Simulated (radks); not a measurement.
Ho6+, configuration [Kr] 4d10 4f9 5s2 5p4. Method: Dirac Kohn-Sham, PBE, spin-unpolarised, spherical densities, point nucleus; open shells are shared between the two j in proportion to 2j + 1; computed with a radial shooting solver on a logarithmic mesh with Libxc functionals.

Radial electron density D(r) = 4 pi r^2 rho(r):

| r (bohr) | D(r) (e/bohr) |
|---|---|
| 0.002666 | 22.50 |
| 0.003079 | 27.36 |
| 0.003528 | 32.66 |
| 0.004074 | 39.02 |
| 0.004668 | 45.68 |
| 0.00539 | 53.32 |
| 0.006225 | 61.32 |
| 0.007132 | 68.92 |
| 0.008237 | 76.57 |
| 0.009513 | 83.30 |
| 0.0109 | 88.28 |
| 0.01259 | 91.59 |
| 0.01454 | 92.59 |
| 0.01665 | 91.44 |
| 0.01923 | 88.50 |
| 0.02221 | 84.88 |
| 0.02545 | 82.24 |
| 0.02939 | 81.93 |
| 0.03394 | 85.44 |
| 0.03889 | 92.49 |
| 0.04491 | 102.6 |
| 0.05186 | 112.7 |
| 0.05942 | 118.7 |
| 0.06862 | 118.7 |
| 0.07862 | 112.3 |
| 0.0908 | 101.8 |
| 0.1049 | 93.05 |
| 0.1201 | 91.04 |
| 0.1387 | 96.43 |
| 0.1602 | 104.5 |
| 0.1836 | 106.7 |
| 0.212 | 97.70 |
| 0.2448 | 78.75 |
| 0.2805 | 60.03 |
| 0.324 | 48.79 |
| 0.3741 | 49.06 |
| 0.4286 | 54.46 |
| 0.495 | 56.88 |
| 0.5717 | 51.36 |
| 0.655 | 40.75 |
| 0.7564 | 28.89 |
| 0.8736 | 20.06 |
| 1.001 | 14.89 |
| 1.156 | 11.31 |
| 1.324 | 8.407 |
| 1.529 | 5.445 |
| 1.766 | 2.954 |
| 2.024 | 1.369 |
| 2.337 | 0.4826 |
| 2.699 | 0.1300 |
| 3.092 | 0.02827 |
| 3.571 | 0.003972 |
| 4.124 | 0.0003728 |

D(r) has 4 maxima, at r = 0.0144, 0.0639, 0.178, 0.483 bohr, and minima at 0.0278, 0.116, 0.345 bohr, inside which lie 2.02, 11.16, 29.52 electrons.
